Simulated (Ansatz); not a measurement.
Abridged output of a molecular run in Ansatz:

```
Functional definition: HF
945 factors; integrals over basis functions are off by at most 1.2e-3 eV
mean field evaluation 1: about -18065.5848 eV, gradient 2.6e1 eV
mean field evaluation 2: about -18065.6032 eV, gradient 2.6e1 eV
mean field evaluation 4: about -18067.9880 eV, gradient 3.2e0 eV
mean field evaluation 8: about -18068.0394 eV, gradient 9.2e-4 eV
mean field evaluation 32: about -18059.4231 eV, gradient 3.9e-3 eV
mean field -18068.03936526 eV, -663.9881997164 hartree, gradient 3.9e-6 eV, S^2 0.000000; 0 other end points of the search recorded, 0 dependent functions left out
11 core orbitals not correlated: weight in the atoms' cores, before any rotation towards them, 1.000 or more for the frozen orbitals, at most 0.000 for the correlated occupied ones
reference -18068.03936526 eV, -663.9881997164 hartree; 15, 15 occupied and 61, 61 virtual orbitals, 945 factors
second order -12.87110365 eV of doubles, -0.00000000 eV of singles
cycle   1  -13.31605135 eV  change   -4.4e-1 eV  update   1.0e-1
cycle   2  -13.75807556 eV  change   -4.4e-1 eV  update   3.3e-2
cycle   3  -13.85709190 eV  change   -9.9e-2 eV  update   1.7e-2
cycle   4  -13.85544882 eV  change    1.6e-3 eV  update   5.4e-3
cycle   5  -13.85581728 eV  change   -3.7e-4 eV  update   2.6e-3
cycle   6  -13.85593679 eV  change   -1.2e-4 eV  update   1.3e-3
cycle   7  -13.85571490 eV  change    2.2e-4 eV  update   6.2e-4
cycle   8  -13.85590083 eV  change   -1.9e-4 eV  update   3.0e-4
cycle   9  -13.85586494 eV  change    3.6e-5 eV  update   1.0e-4
cycle  10  -13.85585186 eV  change    1.3e-5 eV  update   4.1e-5
cycle  11  -13.85587378 eV  change   -2.2e-5 eV  update   1.6e-5
perturbative correction -0.59164022 eV, -0.0217423769 hartree
Total energy: -18082.48687926 eV, -664.5191360628 hartree
```

Its atoms:

Cartesian coordinates in Å:
```
C -1.1157 -0.1045 0.1615
C -0.2876 0.8241 -0.3374
In 1.4891 -0.2820 -0.0279
S -0.4408 -1.6285 0.7708
H -2.1984 0.0074 0.2235
H -0.6038 1.7822 -0.7315
H 3.1573 -0.5988 -0.0588
```

(1) Which basis set was used?
A. def2-SVP
B. cc-pV(Q+d)Z
C. def2-TZVPPD
D. def2-TZVPP

(2) Write the keys of the input that set method, charge and spin (a neutral closed shell needs none for the last two).

Results:

(1) A. It gives 87 functions.

(2) 
```yaml
correlation: {method: ccsd_t}
```
